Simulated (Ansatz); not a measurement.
Q: Name a neutral molecule of B, C, F, Se and H with HOMO–LUMO gap (B3LYP/def2-TZVPP) between 5.70 and 6.00 eV and HOMO–LUMO gap (PBE/def2-TZVPP) between 4.05 and 4.35 eV (Ansatz, PBE0-D4/def2-TZVP geometry).

A: `C[Se]BCF` (5.80 eV, 4.24 eV). Other molecules can fit too; these were computed, each in one conformer that needn't be the lowest.

B3LYP here is the variant with VWN-RPA as its local correlation; programs differ in this.
